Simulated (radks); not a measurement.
Results of a calculation; reference values are marked as such.
Charge is removed step by step from the 2p level of neutral sulfur, starting from [Ne] 3s2 3p4. Level of theory: scalar-relativistic Kohn-Sham, PBE, spin-unpolarised, spherical densities, point nucleus (a radial shooting solver on a logarithmic mesh with Libxc functionals).

removed (e)  E - E(0) (eV)  eigenvalue (eV)  E minus straight line (eV)
0                    0.000          -156.51                       0.000
0.125               19.818          -160.65                      -1.893
0.25                40.159          -164.87                      -3.262
0.375               61.032          -169.17                      -4.100
0.5                 82.446          -173.53                      -4.396
0.625               104.41          -177.96                      -4.143
0.75                126.93          -182.46                      -3.331
0.875               150.02          -187.03                      -1.953
1                   173.68          -191.66                       0.000

Removing the whole electron costs 173.68 eV by Delta-SCF, against 156.51 eV from minus the eigenvalue at the starting occupation. Slater's transition state (half an electron removed) gives 173.53 eV. Integrating minus the eigenvalue over the occupation (Janak's theorem) gives 173.71 eV. In this scalar-relativistic scheme the density is built from large components alone, so the theorem holds only approximately. The mean slope of the eigenvalue, de/dn, is 35.2 eV per electron.
